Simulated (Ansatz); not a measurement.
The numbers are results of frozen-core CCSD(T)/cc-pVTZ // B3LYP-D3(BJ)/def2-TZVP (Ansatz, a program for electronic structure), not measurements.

Ansatz 0.2 input:
```yaml
crystal:
  periodic: [false, false, false]
  atoms:
    - { symbol: C, position_ang: [1.890058, -0.510042, -0.139545] }
    - { symbol: Al, position_ang: [0.000804, 0.000498, -0.001173] }
    - { symbol: C, position_ang: [-1.394894, -1.376485, -0.072634] }
    - { symbol: C, position_ang: [-0.494324, 1.887032, 0.210842] }
    - { symbol: H, position_ang: [2.419313, -0.285184, 0.793056] }
    - { symbol: H, position_ang: [2.400104, 0.061762, -0.921369] }
    - { symbol: H, position_ang: [2.037004, -1.571379, -0.351237] }
    - { symbol: H, position_ang: [-1.202781, -2.174527, 0.651689] }
    - { symbol: H, position_ang: [-1.410587, -1.858842, -1.056237] }
    - { symbol: H, position_ang: [-2.397493, -0.986947, 0.116763] }
    - { symbol: H, position_ang: [-1.038336, 2.043951, 1.14843] }
    - { symbol: H, position_ang: [0.363089, 2.563446, 0.209238] }
    - { symbol: H, position_ang: [-1.171958, 2.206719, -0.587823] }
basis:
  gaussian: { orbitals: cc-pVTZ }
correlation:
  method: ccsd_t
```

Output:

```
Functional definition: HF
1390 factors; integrals over basis functions are off by at most 1.0e-3 eV
mean field evaluation 1: about -9814.3826 eV, gradient 4.1e1 eV
mean field evaluation 2: about -9814.4701 eV, gradient 4.1e1 eV
mean field evaluation 4: about -9818.6134 eV, gradient 2.9e0 eV
mean field evaluation 8: about -9818.6588 eV, gradient 6.9e-2 eV
mean field evaluation 16: about -9817.8628 eV, gradient 1.6e1 eV
mean field -9818.65883878 eV, -360.8290569990 hartree, gradient 2.8e-6 eV, S^2 0.000000; 0 other end points of the search recorded, 0 dependent functions left out
8 core orbitals not correlated
reference -9818.65883878 eV, -360.8290569990 hartree; 12, 12 occupied and 230, 230 virtual orbitals, 1390 factors
second order -17.00839453 eV of doubles, -0.00000000 eV of singles
cycle   1  -17.92952028 eV  change   -9.2e-1 eV  update   7.7e-2
cycle   2  -18.34470723 eV  change   -4.2e-1 eV  update   2.3e-2
cycle   3  -18.39679188 eV  change   -5.2e-2 eV  update   7.9e-3
cycle   4  -18.39513046 eV  change    1.7e-3 eV  update   2.0e-3
cycle   5  -18.39489120 eV  change    2.4e-4 eV  update   6.2e-4
cycle   6  -18.39474426 eV  change    1.5e-4 eV  update   1.8e-4
cycle   7  -18.39471906 eV  change    2.5e-5 eV  update   5.0e-5
cycle   8  -18.39472813 eV  change   -9.1e-6 eV  update   1.8e-5
perturbative correction -0.68074984 eV, -0.0250170952 hartree
Total energy: -9837.73431675 eV, -361.5300678846 hartree
```

Cost: around 5 core-minutes (rough).
